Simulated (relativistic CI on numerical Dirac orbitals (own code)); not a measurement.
**Sc¹²⁺: computed level list**

These numbers are calculated, not measured: Dirac-Coulomb-Breit CI, separate exchange-only KLI orbitals for each configuration, model QED, unscaled Slater integrals (own radial code, finite nucleus).

Configurations in the expansion (outside the closed core 1s2): 2s²2p⁵, 2s2p⁶, 2s²2p⁴3s, 2p⁶3s, 2s²2p⁴3p, 2p⁶3p, 2p⁶3d, 2s²2p⁴3d, 2s2p⁵3s, 2s2p⁵3p, 2s2p⁵3d, 2s²2p⁴4s, 2s²2p⁴4p, 2s²2p⁴4d, 2s²2p⁴4f, 2s²2p³3s². Levels of other configurations are missing.

| No. | Configuration | Term | J | E (Ry) | % | Lifetime (s) | jj configuration (%) |
| --- | --- | --- | --- | --- | --- | --- | --- |
| 41 | 2s²2p⁴3d | ⁴P | 3/2 | 36.1164 | 78 | 2.21e-12 | 2p3/2^2 3d5/2 (49) |
| 42 | 2s²2p⁴3d | ²P | 1/2 | 36.1723 | 84 | 3.04e-12 | 2p1/2 2p3/2^3 3d3/2 (49) |
| 43 | 2s²2p⁴3d | ²F | 7/2 | 36.1838 | 51 | 1.71e-10 | 2p1/2 2p3/2^3 3d5/2 (82) |
| 44 | 2s²2p⁴3d | ⁴F | 3/2 | 36.1839 | 90 | 1.65e-11 | 2p3/2^2 3d3/2 (37) |
| 45 | 2s²2p⁴3d | ⁴P | 5/2 | 36.2084 | 59 | 3.74e-12 | 2p3/2^2 3d5/2 (53) |
| 46 | 2s²2p⁴3d | ²D | 3/2 | 36.2694 | 63 | 7.56e-13 | 2p1/2 2p3/2^3 3d3/2 (34) |
| 47 | 2s²2p⁴3d | ²F | 5/2 | 36.2974 | 57 | 4.13e-12 | 2p1/2 2p3/2^3 3d5/2 (87) |
| 48 | 2s²2p⁴3d | ²P | 3/2 | 36.4126 | 76 | 1.86e-12 | 2p1/2 2p3/2^3 3d5/2 (69) |
| 49 | 2s²2p⁴3d | ²D | 5/2 | 36.4710 | 72 | 4.55e-13 | 2p1/2 2p3/2^3 3d3/2 (37) |
| 50 | 2s²2p⁴3d | ²G | 7/2 | 36.7372 | 94 | 1.72e-10 | 2p1/2 2p3/2^3 3d3/2 (81) |
| 51 | 2s²2p⁴3d | ²G | 9/2 | 36.7415 | 96 | 1.85e-10 | 2p1/2 2p3/2^3 3d5/2 (84) |
| 52 | 2s²2p⁴3d | ²S | 1/2 | 36.9312 | 92 | 1.69e-13 | 2p1/2 2p3/2^3 3d3/2 (50) |
| 53 | 2s²2p⁴3d | ²F | 5/2 | 36.9520 | 85 | 3.59e-12 | 2p1/2 2p3/2^3 3d5/2 (39) |
| 54 | 2s²2p⁴3d | ²F | 7/2 | 36.9856 | 98 | 1.50e-10 | 2p1/2 2p3/2^3 3d5/2 (77) |
| 55 | 2s²2p⁴3d | ²P | 3/2 | 37.1050 | 94 | 1.31e-13 | 2p1/2 2p3/2^3 3d3/2 (41) |
| 56 | 2s²2p⁴3d | ²D | 5/2 | 37.1227 | 87 | 1.57e-13 | 2p1/2 2p3/2^3 3d3/2 (57) |
| 57 | 2s²2p⁴3d | ²D | 3/2 | 37.2310 | 98 | 1.72e-13 | 2p1/2 2p3/2^3 3d5/2 (46) |
| 58 | 2s²2p⁴3d | ²P | 1/2 | 37.2325 | 96 | 1.23e-13 | 2p1/2 2p3/2^3 3d5/2 (64) |
| 59 | 2s²2p⁴3d | ²D | 5/2 | 37.7420 | 93 | 1.20e-12 | 2p3/2^4 3d5/2 (51) |
| 60 | 2s²2p⁴3d | ²D | 3/2 | 37.8108 | 92 | 3.11e-13 | 2p3/2^4 3d3/2 (62) |
| 61 | 2s2p⁵3s | ⁴P° | 5/2 | 38.2069 | 99 | 2.20e-11 | 2s 2p3/2^3 3s (99) |
| 62 | 2s2p⁵3s | ⁴P° | 3/2 | 38.3695 | 91 | 1.10e-11 | 2s 2p3/2^3 3s (64) |
| 63 | 2s2p⁵3s | ⁴P° | 1/2 | 38.5103 | 96 | 1.47e-11 | 2s 2p1/2 2p3/2^4 3s (78) |
| 64 | 2s2p⁵3s | ²P° | 3/2 | 38.7099 | 91 | 2.26e-12 | 2s 2p3/2^3 3s (73) |
| 65 | 2s2p⁵3s | ²P° | 1/2 | 38.9123 | 95 | 1.82e-12 | 2s 2p1/2 2p3/2^4 3s (75) |
| 66 | 2s2p⁵3p | ⁴S | 3/2 | 39.6739 | 92 | 2.08e-11 | 2s 2p3/2^3 3p1/2 (50) |
| 67 | 2s2p⁵3p | ⁴D | 7/2 | 39.9050 | 99 | 2.55e-11 | 2s 2p3/2^3 3p3/2 (99) |
| 68 | 2s2p⁵3p | ⁴D | 5/2 | 39.9160 | 72 | 6.12e-12 | 2s 2p3/2^3 3p1/2 (85) |
| 69 | 2s2p⁵3p | ⁴D | 3/2 | 40.0070 | 68 | 5.03e-12 | 2s 2p3/2^3 3p1/2 (50) |
| 70 | 2s2p⁵3p | ⁴D | 1/2 | 40.1013 | 78 | 1.09e-11 | 2s 2p1/2 2p3/2^4 3p1/2 (51) |
| 71 | 2s2p⁵3p | ²D | 5/2 | 40.1037 | 51 | 1.81e-12 | 2s 2p3/2^3 3p3/2 (95) |
| 72 | 2s2p⁵3p | ²P | 3/2 | 40.2069 | 67 | 1.05e-12 | 2s 2p3/2^3 3p1/2 (32) |
| 73 | 2s2p⁵3p | ⁴P | 5/2 | 40.2431 | 36 | 2.16e-12 | 2s 2p1/2 2p3/2^4 3p3/2 (53) |
| 74 | 2s2p⁵3p | ⁴P | 1/2 | 40.2678 | 74 | 8.69e-12 | 2s 2p1/2 2p3/2^4 3p1/2 (57) |
| 75 | 2s2p⁵3p | ⁴P | 3/2 | 40.2736 | 54 | 2.24e-12 | 2s 2p1/2 2p3/2^4 3p3/2 (50) |
| 76 | 2s2p⁵3p | ²P | 1/2 | 40.3347 | 81 | 8.14e-13 | 2s 2p3/2^3 3p3/2 (53) |
| 77 | 2s2p⁵3p | ²D | 3/2 | 40.4251 | 58 | 1.24e-12 | 2s 2p1/2 2p3/2^4 3p3/2 (84) |
| 78 | 2s2p⁵3s | ²P° | 3/2 | 40.6821 | 98 | 2.38e-12 | 2s 2p3/2^3 3s (60) |
| 79 | 2s2p⁵3s | ²P° | 1/2 | 40.7004 | 98 | 3.05e-12 | 2s 2p3/2^3 3s (54) |
| 80 | 2s2p⁵3p | ²S | 1/2 | 40.7759 | 89 | 5.79e-13 | 2s 2p1/2 2p3/2^4 3p3/2 (31) |
| 81 | 2s2p⁵3d | ⁴P° | 1/2 | 41.8384 | 98 | 2.02e-11 | 2s 2p3/2^3 3d3/2 (89) |
| 82 | 2s2p⁵3d | ⁴P° | 3/2 | 41.8775 | 94 | 1.87e-11 | 2s 2p3/2^3 3d3/2 (61) |
| 83 | 2s2p⁵3d | ⁴F° | 9/2 | 41.9276 | 99 | 3.66e-11 | 2s 2p3/2^3 3d5/2 (99) |
| 84 | 2s2p⁵3d | ⁴P° | 5/2 | 41.9507 | 82 | 2.13e-11 | 2s 2p3/2^3 3d5/2 (55) |
| 85 | 2s2p⁵3d | ⁴F° | 7/2 | 41.9917 | 86 | 3.49e-11 | 2s 2p3/2^3 3d3/2 (63) |

Energies count from the lowest computed level; ° marks odd parity; lifetimes are radiative, by E1, M1, E2, M2, E3 decay to levels of this space only. Filled j subshells are mostly left out of the jj labels.

The mean weight of the leading LS term, summed over parents, in these 45 levels is 82 %, and that of the leading jj configuration (from the same eigenvectors) 62 %, so LS coupling describes them better.

At this charge energies of transitions that change n are usually good to better than 1 %, and those within a shell (Δn = 0) to a few per cent.

LS names give the leading component of a level, which can be under half, so a name can repeat, a term be missing and a line seem to break the LS rules.
